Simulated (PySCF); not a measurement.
## Computed properties of dimethyl carbonate (C3H6O3), SMILES COC(=O)OC

C3H6O3, SMILES COC(=O)OC. Geometry: PBE0-D3(BJ)/def2-SVP. Other conformers were not sampled. All values are computed for the isolated molecule unless a solvent is named; none is compared with measurement here.

**Structure.** The optimised structure has C2v symmetry. All 30 harmonic modes at PBE0-D3(BJ)/def2-SVP (PySCF) are real, so it is a minimum. With heavy atoms numbered as in [CH3:1][O:2][C:3](=[O:4])[O:5][CH3:6], the shortest bond between them is C3–O4 at 1.202 Å and the longest C1–O2 at 1.415 Å.

**Vibrations.** The strongest infrared lines (harmonic, unscaled, degenerate partners summed) lie at 1376 cm⁻¹ (689 km/mol, C 54 %, H 32 %, O 15 %), 1895 cm⁻¹ (320 km/mol, C 66 %, O 33 %), 1502 cm⁻¹ (207 km/mol, H 58 %, C 31 %, O 11 %). The softest mode is at 103 cm⁻¹ and the zero-point energy is 60.4 kcal/mol.

**Electronic structure.** CAM-B3LYP/def2-TZVP (PySCF) places the frontier levels at -9.96 and 2.11 eV, a gap of 12.07 eV, and gives a dipole moment of 0.48 D and a mean polarisability of 46.9 bohr³.

**Excitations.** TDDFT-B3LYP/def2-SVPD (PySCF) has S1 at 7.03 eV (176 nm, f = 0.000, dark); the most intense of the 10 singlets computed lies at 8.46 eV (f = 0.23). T1 (TDA) is at 6.58 eV. No vertical singlet excitation falls in the visible range (under 3.1 eV).

**NMR.** GIAO shifts at PBE0/pcSseg-1 (PySCF) (non-relativistic, atoms alike by connectivity averaged): ¹³C from 56.1 to 163.9 ppm against TMS; ¹H at 3.9 ppm against TMS.
